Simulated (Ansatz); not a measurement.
```yaml
crystal:
  periodic: [false, false, false]
  atoms:
    - {symbol: Ti, position_ang: [0.000035, 0.000004, 0.000830]}
    - {symbol: F, position_ang: [1.777938, -0.025503, 0.011835]}
    - {symbol: F, position_ang: [-0.866833, 1.552400, -0.016235]}
    - {symbol: F, position_ang: [-0.911140, -1.526901, 0.003570]}
basis:
  gaussian: {orbitals: STO-3G}
total_charge: 1
hamiltonian: {xc: {name: revPBE0}, dispersion: d3bjatm}
accuracy: high
scf: {omitted_lower_state_checks: [starts]}
```

```sh
$ ansatz run in.yaml --threads 4 --pin off --events-out ev --progress --plain --max-ram 3916MiB
```

Output, abridged:

```
Functional definition: revPBE0
690 factors; integrals over basis functions are off by at most 3.8e-9 eV
mean field evaluation 1: about -30897.4882 eV, gradient 5.0e1 eV
mean field evaluation 2: about -30707.6282 eV, gradient 2.9e2 eV
mean field evaluation 4: about -30907.1069 eV, gradient 3.0e0 eV
mean field evaluation 8: about -30907.1125 eV, gradient 5.8e-2 eV
mean field evaluation 16: about -30907.1125 eV, gradient 1.4e-6 eV
mean field -30907.11252121 eV, -1135.8154355612 hartree, gradient 4.1e-8 eV, S^2 0.000000; 0 other end points of the search recorded, 0 dependent functions left out
reference -30907.11252315 eV, -1135.8154356323 hartree; 24, 24 occupied and 9, 9 virtual orbitals, 690 factors
Total energy: -30907.20686336 eV, -1135.8189025714 hartree
Checks for a lower state left out: starts
```

Hardware: 4 threads of Arm Neoverse V1 on a shared host. Wall time 0.8 s.
